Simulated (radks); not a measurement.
Neutral erbium: order these configurations by energy. All-electron calculation, scalar-relativistic Kohn-Sham, PBEsol, spin-polarised, spherical densities, finite nucleus; Fermi nuclear charge, rms radius of each element as measured or else 0.836 A^(1/3) + 0.57 fm. Program: a radial shooting solver on a logarithmic mesh with Libxc functionals. Open shells are filled with parallel spins first. [Xe] 4f11 5d1 6s2; [Xe] 4f11 6s2 6p1; [Xe] 4f12 5d1 6s1; [Xe] 4f12 6s1 6p1; [Xe] 4f12 6s2.

Answer. From the lowest, in eV above it: [Xe] 4f12 6s2 0.000; [Xe] 4f12 6s1 6p1 2.238; [Xe] 4f12 5d1 6s1 2.345; [Xe] 4f11 5d1 6s2 3.527; [Xe] 4f11 6s2 6p1 4.977.
